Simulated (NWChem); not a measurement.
C4H7FSi; SMILES FC1=CCC[SiH2]1

```xyz
13

F     -0.0591    -2.2921     0.0426
C     -0.1594    -0.9602     0.0154
C     -1.3406    -0.3280    -0.0092
C     -1.3366     1.1728    -0.0802
C      0.0907     1.7335     0.1356
Si     1.2692     0.2602    -0.0442
H     -2.2858    -0.8829    -0.0117
H     -2.0429     1.5919     0.6569
H     -1.7291     1.4862    -1.0645
H      0.1938     2.1299     1.1585
H      0.3141     2.5673    -0.5456
H      2.0305     0.2011    -1.3309
H      2.2496     0.1127     1.0742
```
Atoms are numbered in this order, from 1.

STO-3G and 3-21G are far too small for this property and stand as cheap habits. Geometry: optimised at PBE0/def2-SVP.

**Question.** Give the principal values of the shielding tensors (ppm) of F1, C2, C3, C4, C5 from Hartree-Fock/STO-3G, GIAO (NWChem), with their diamagnetic and paramagnetic parts as GIAO splits them.

**Answer.** 
```json
[
 {"atom": "F1", "σ11": "319.7", "σ22": "343.3", "σ33": "558.0", "isotropic": "407.0", "diamagnetic": "455.2", "paramagnetic": "-48.3"},
 {"atom": "C2", "σ11": "0.4", "σ22": "133.3", "σ33": "167.5", "isotropic": "100.4", "diamagnetic": "257.4", "paramagnetic": "-157.1"},
 {"atom": "C3", "σ11": "8.6", "σ22": "161.4", "σ33": "207.2", "isotropic": "125.8", "diamagnetic": "254.1", "paramagnetic": "-128.4"},
 {"atom": "C4", "σ11": "194.9", "σ22": "216.1", "σ33": "226.5", "isotropic": "212.5", "diamagnetic": "245.8", "paramagnetic": "-33.3"},
 {"atom": "C5", "σ11": "222.3", "σ22": "225.7", "σ33": "256.9", "isotropic": "235.0", "diamagnetic": "246.6", "paramagnetic": "-11.6"}
]
```
